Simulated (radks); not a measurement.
Results of a calculation; reference values are marked as such.
All-electron atom: Ga in [Ar] 3d10 4s2 4p1. Level of theory: non-relativistic Kohn-Sham, LDA (Slater exchange, Perdew-Wang correlation), spin-unpolarised, spherical densities, point nucleus; hard spherical wall at 7 bohr (a radial shooting solver on a logarithmic mesh with Libxc functionals).

Normalised radial functions P(r) = r R(r), r in bohr:

```
   r/bohr * 2s, o 3p, + 4d (the largest magnitude, 2.24, reaches the edge; | marks zero, & curves that meet)
 0.002425                             &  *
 0.002756                             &  *
 0.003157                             &   *
 0.003617                             &   *
 0.004111                             &    *
  0.00471                             &    *
 0.005353                             &     *
 0.006133                             &     *
 0.007026                             &      *
 0.007986                             &       *
 0.009149                             &        *
   0.0104                             &        *
  0.01191                             &         *
  0.01365                             +o         *
  0.01551                             +o          *
  0.01777                             +o          *
   0.0202                             +o           *
  0.02314                             +o           *
  0.02651                             + o          *
  0.03013                             + o          *
  0.03452                             +  o        *
  0.03924                             +  o       *
  0.04496                             +   o    *
   0.0515                             +    o *
  0.05854                             +   *o
  0.06707                             &     o
  0.07622                         *   +      o
  0.08733                    *        +       o
   0.1001               *             +       o
   0.1137           *                 +       o
   0.1303       *                     |+      o
   0.1493    *                        |+     o
   0.1696  *                          |+    o
   0.1944  *                          |+  o
   0.2209   *                         |+o
   0.2531      *                     o|+
   0.2899         *               o   | +
   0.3295             *       o       | +
   0.3775                  &          | +
   0.4291                o    *       | +
   0.4916              o         *    | +
   0.5632             o            *  | +
   0.6401              o             *| +
   0.7334               o            *| +
   0.8335                 o           *+
    0.955                   o         *+
    1.094                      o      &
    1.243                        o    &
    1.425                         o  +*
    1.619                           & *
    1.855                           +o*
    2.125                          + o*
    2.416                         +   &
    2.767                        +    &
    3.145                       +     &
    3.604                      +      &
    4.128                      +      &
    4.692                      +      &
    5.376                        +    &
     6.11                          +  &
        7                             &
```

2s: eigenvalue -1229.3 eV, 1 radial node at r = 0.0669 bohr, <r> = 0.222 bohr, 90 % of the charge inside 0.343 bohr. 3p: eigenvalue -96.895 eV, 1 radial node at r = 0.242 bohr, <r> = 0.685 bohr, 90 % of the charge inside 1.06 bohr. 4d (empty): eigenvalue 4.704 eV, 1 radial node at r = 1.19 bohr, <r> = 4.06 bohr, 90 % of the charge inside 5.50 bohr.
